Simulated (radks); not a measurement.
The numbers below are computed, except where a source is named.
Coulomb parameter of the 3d shell of neutral manganese in the model configuration [Ar] 3d6 4s1, as a second difference U = [E(n + 0.25) + E(n - 0.25) - 2 E(n)] / (0.25)^2 with all orbitals relaxed. "Bare": the charge of the atom changes with n. "Screened": the 4s shell takes up the change at fixed total charge, which measures U(3d,3d) + U(4s,4s) - 2 U(3d,4s). Code: a radial shooting solver on a logarithmic mesh with Libxc functionals. Model: Dirac Kohn-Sham, LDA (Slater exchange, Perdew-Wang correlation), spin-unpolarised, spherical densities, finite nucleus; open shells are shared between the two j in proportion to 2j + 1; Fermi nuclear charge, rms radius 3.7057 fm.

case                 configuration  E - E(n) (eV)
start                 [Ar] 3d6 4s1          0.000
bare +0.25         [Ar] 3d6.25 4s1         -0.626
bare -0.25         [Ar] 3d5.75 4s1          1.206
screened +0.25  [Ar] 3d6.25 4s0.75          0.237
screened -0.25  [Ar] 3d5.75 4s1.25         -0.120

U(bare) = 9.282 eV, U(screened by 4s) = 1.881 eV. The step up makes a negative ion, whose loosely bound charge lowers the bare value.
